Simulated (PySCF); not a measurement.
Electron correlation in Bi (bismuth, neutral)

[Xe] 4f14 5d10 6s2 6p3, high-spin 4S determinant. All numbers are calculated (PySCF 2.14, scalar relativity through the core potential, in cc-pVDZ-PP with ECP60MDF (4s3p2d, 23 functions)). Frozen: 5s2 5p6 5d10; 5 electrons correlated.

MP2 pair energies summed by pair of shells (mhartree):

```json
{"pair": "6s-6p", "energy": "-24.22", "share (%)": "64.1"}
{"pair": "6p-6p", "energy": "-8.47", "share (%)": "22.4"}
{"pair": "6s-6s", "energy": "-5.10", "share (%)": "13.5"}
```

Total MP2 correlation energy: -37.79 mhartree.

Same-spin part -11.01 and opposite-spin part -26.77 mhartree; SCS-MP2 scales them by 1/3 and 6/5 to -35.80 mhartree.

```json
{"level": "CCSD", "correlation energy (mhartree)": "-47.74"}
{"level": "(T)", "correlation energy (mhartree)": "-0.37"}
{"level": "CCSD(T)", "correlation energy (mhartree)": "-48.11"}
```

Diagnostics: T1 = 0.0045, D1 = 0.0100, largest double amplitude 0.049.

Spin-orbit coupling is strong in this species (close to jj coupling), so the high-spin LS determinant is a model state, not a physical level.

Cost of the coupled-cluster step: 0.08 s of wall time on 1 thread of Neoverse-V2 (shared host), for 5 correlated electrons.

Iterations:

```
CC2 = 0
CCSD nocc = (np.int64(4), np.int64(1)), nmo = (14, 14)
frozen orbitals [[0, 1, 2, 3, 4, 5, 6, 7, 8], [0, 1, 2, 3, 4, 5, 6, 7, 8]]
max_cycle = 100
direct = 0
conv_tol = 1e-08
conv_tol_normt = 1e-06
diis_space = 8
diis_start_cycle = 0
Init t2, MP2 energy = -0.0377853722735134
Init E_corr(UCCSD) = -0.037785372274809
cycle = 1  E_corr(UCCSD) = -0.0455177058136992  dE = -0.00773233354  norm(t1,t2) = 0.0340018
cycle = 2  E_corr(UCCSD) = -0.0471753859241932  dE = -0.00165768011  norm(t1,t2) = 0.00914891
cycle = 3  E_corr(UCCSD) = -0.0477511058799845  dE = -0.000575719956  norm(t1,t2) = 0.00294751
cycle = 4  E_corr(UCCSD) = -0.0477390116869991  dE = 1.2094193e-05  norm(t1,t2) = 0.000324609
cycle = 5  E_corr(UCCSD) = -0.0477396158751122  dE = -6.04188113e-07  norm(t1,t2) = 5.13878e-05
cycle = 6  E_corr(UCCSD) = -0.0477392568801198  dE = 3.58994992e-07  norm(t1,t2) = 7.79925e-06
cycle = 7  E_corr(UCCSD) = -0.0477393716787864  dE = -1.14798667e-07  norm(t1,t2) = 1.27611e-06
cycle = 8  E_corr(UCCSD) = -0.0477393402814923  dE = 3.13972942e-08  norm(t1,t2) = 1.77698e-07
cycle = 9  E_corr(UCCSD) = -0.0477393440160136  dE = -3.73452132e-09  norm(t1,t2) = 2.96974e-08
UCCSD converged
E(UCCSD) = -213.638713480688  E_corr = -0.04773934401601359
UCCSD(T) correction = -0.000366994892143312
```

Spin-orbit coupling is strong in this species, so the high-spin LS determinant is a model state.
